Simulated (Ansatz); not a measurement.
`CBO[SiH](O)F` + `CC[SiH3]` → `CBO[SiH2]F` + `CC(O)[SiH3]`  (redistribution)

Isolated molecules relaxed with PBE0-D4/def2-TZVP in Ansatz; ΔE leaves out vibrations. CCSD(T)/CBS adds triple-zeta CCSD(T) − MP2 to the extrapolated MP2 energy (def2 sets, frozen cores). Functionals use def2-TZVPP. One conformer a species, not always the lowest.

| species | ωB97X-V energy (Eh) |
| --- | --- |
| `CBO[SiH](O)F` | -606.57642 |
| `CC[SiH3]` | -370.48611 |
| `CBO[SiH2]F` | -531.27578 |
| `CC(O)[SiH3]` | -445.70596 |

(1) Work out ΔE.

Largest T1 diagnostic among the species: 0.012.

Answers

(1) ΔE = (-531.27578) + (-445.70596) − (-606.57642) − (-370.48611) = 0.08079 Eh = +212.1 kJ/mol. CCSD(T)/CBS gives +219.6 kJ/mol.

From PBE to PBE0 (25 % exact exchange), in def2-TZVPP and without D4, ΔE moves by +7.3 kJ/mol.
